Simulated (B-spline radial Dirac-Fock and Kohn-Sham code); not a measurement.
## Anomalous scattering factors of Cl, 1.876 keV to 6.4039 keV

Model: the dispersion relation over Dirac-Hartree-Slater subshell photoionisation cross sections, with the Kissel-Pratt high-energy constant (isolated atom, no bound-bound lines or fine structure). Program: a radial B-spline solver. The forward scattering factor is f₀ + f′ + i f″.

Edges near this range: K 2822.0 eV.

| hν (eV) | λ (Å) | f′ (e) | f″ (e) | tabulated f′ | tabulated f″ |
| --- | --- | --- | --- | --- | --- |
| 1876 | 6.609 | -1.267 | 0.841 | -1.28 | 0.76 |
| 2000 | 6.199 | -1.396 | 0.755 | -1.42 | 0.68 |
| 2527 | 4.906 | -2.323 | 0.504 | -2.37 | 0.47 |
| 2984.4 | 4.154 | -2.443 | 3.810 | -2.34 | 3.77 |
| 3093 | 4.009 | -1.753 | 3.613 | -1.68 | 3.56 |
| 3879 | 3.196 | -0.167 | 2.522 | -0.16 | 2.48 |
| 4000 | 3.100 | -0.074 | 2.400 | -0.08 | 2.35 |
| 4142 | 2.993 | 0.015 | 2.268 | 0.01 | 2.22 |
| 4510.9 | 2.749 | 0.178 | 1.971 | 0.17 | 1.92 |
| 5414.7 | 2.290 | 0.351 | 1.447 | 0.34 | 1.42 |
| 6000 | 2.066 | 0.386 | 1.211 | 0.38 | 1.18 |
| 6403.9 | 1.936 | ? | ? | ? | ? |

Question: What are f′ and f″ at 6403.9 eV?

Answer: f′ = 0.394 and f″ = 1.080 electrons (tables: 0.38 and 1.05). By the optical theorem f″ corresponds to a photoabsorption cross section 2 rₑ λ f″ = 11800 b.

Tabulated f′: xraylib 4.2 anomalous scattering factors (Cullen et al., EPDL97); f″: Chantler's tables (J. Phys. Chem. Ref. Data 1995 and 2000). Both are theoretical tables.

Values without a named source are computed, but for edge energies of neutral atoms, which are taken from tables.
